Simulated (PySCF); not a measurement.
Fill in the blanks.

Species: C7H13B.
InChI=1S/C7H13B/c1-6-3-2-4-7(8)5-6/h7H,1-5,8H2/t7-/m1/s1

```json
{"property": "point group", "level": "PBE0-D3(BJ)/def2-SVP", "value": "?"}
{"property": "rotational constants A, B, C", "level": "PBE0-D3(BJ)/def2-SVP", "value": "?"}
{"property": "dipole moment", "level": "CAM-B3LYP/def2-SVPD", "value": "0.73 D"}
{"property": "HOMO energy", "level": "CAM-B3LYP/def2-SVPD", "value": "-8.35 eV"}
{"property": "LUMO energy", "level": "CAM-B3LYP/def2-SVPD", "value": "-0.27 eV"}
{"property": "lowest singlet excitation", "level": "TDDFT CAM-B3LYP/def2-SVPD", "value": "?"}
{"property": "strongest line among the 10 lowest singlet transitions", "level": "TDDFT CAM-B3LYP/def2-SVPD", "value": "S6 at 7.10 eV (175 nm, f = 0.272)"}
{"property": "lowest triplet excitation (Tamm–Dancoff)", "level": "TDA CAM-B3LYP/def2-SVPD", "value": "4.29 eV"}
{"property": "static isotropic polarisability", "level": "CAM-B3LYP/def2-SVPD", "value": "?"}
{"property": "vertical ionisation energy", "level": "ΔSCF CAM-B3LYP/def2-SVPD", "value": "9.06 eV"}
{"property": "electronic spatial extent ⟨r²⟩ about the centre of nuclear charge", "level": "CAM-B3LYP/def2-SVPD", "value": "1036 bohr²"}
{"property": "13C chemical shifts (computed TMS as zero) by class", "level": "GIAO PBE0/pcSseg-1", "value": "?"}
{"property": "1H chemical shifts (computed TMS as zero) by class", "level": "GIAO PBE0/pcSseg-1", "value": "7.38 (2 H), 4.99 (1 H), 4.99 (1 H), 2.35 (1 H), 2.21 (1 H), 2.20 (1 H), 2.03 (1 H), 1.89 (1 H), 1.88 (1 H), 1.42 (1 H), 1.21 (1 H), 0.57 (1 H) ppm"}
{"property": "isotropic shieldings of nuclei other than C and H, by class", "level": "GIAO PBE0/pcSseg-1", "value": "?"}
```

Gas-phase values; electronic properties from PySCF, density fitting. Geometry: PBE0-D3(BJ)/def2-SVP, one conformer, isolated molecule.

**Question.** The lowest singlet excitation?

**Answer.** 5.41 eV (229 nm, f = 0.003).

**Question.** What is the static isotropic polarisability?

**Answer.** 96.1 au.

**Question.** The 13C chemical shifts (computed TMS as zero) by class?

**Answer.** 157.1 (1 C), 114.6 (1 C), 42.2 (1 C), 41.7 (1 C), 38.1 (1 C), 31.9 (1 C), 18.6 (1 C) ppm.

**Question.** Give the rotational constants A, B, C.

**Answer.** 3.178, 1.753, 1.244 GHz.

**Question.** The isotropic shieldings of nuclei other than C and H, by class?

**Answer.** 14 (1 B) ppm.

**Question.** The point group?

**Answer.** C1.

A dipole of 0.73 D is allowed in C1, and pure rotational transitions are dipole-allowed. The principal polarisabilities are 79.3, 95.0 and 114.0 au; their mean is the isotropic value. The polarisability is 14.24 Å³ as a volume (1 au = 0.148185 Å³), or 1.60 au for each of the 60 electrons.
